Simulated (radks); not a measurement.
Values are calculated unless marked as measured or tabulated.
Ionisation of neutral dysprosium, [Xe] 4f10 6s2, to [Xe] 4f10 6s1 as the strength of local exchange is varied. Level of theory: scalar-relativistic Kohn-Sham, Slater X-alpha exchange (alpha = 2/3 is LDA exchange), no correlation, spin-polarised, spherical densities, finite nucleus; open shells are filled with parallel spins first (spin-orbit coupling, left out, can overturn this in heavy ions); Fermi nuclear charge, rms radius 5.2218 fm (a radial shooting solver on a logarithmic mesh with Libxc functionals).

| alpha | E(Dy) (hartree) | exchange (hartree) | IE (eV) | -e of the level emptied (eV) | <r> of it (bohr) |
|---|---|---|---|---|---|
| 0.667 | -12141.8953 | -248.6180 | 5.132 | 3.025 (6s) | 4.221 |
| 0.687 | -12149.3822 | -256.2474 | 5.210 | 3.106 (6s) | 4.198 |
| 0.712 | -12158.7480 | -265.7978 | 5.310 | 3.211 (6s) | 4.170 |
| 0.788 | -12187.2687 | -294.9249 | 5.623 | 3.545 (6s) | 4.084 |
| 0.828 | -12202.3090 | -310.3117 | 5.794 | 3.728 (6s) | 4.040 |
| 0.83 | -12203.0615 | -311.0821 | 5.803 | 3.737 (6s) | 4.038 |

NIST Atomic Spectra Database: 5.939 eV (measured). The central value is not met in this range of alpha. Open shells are spherical and high-spin; term and fine-structure splittings are not resolved. Spin-orbit splitting is averaged out at the scalar-relativistic level.
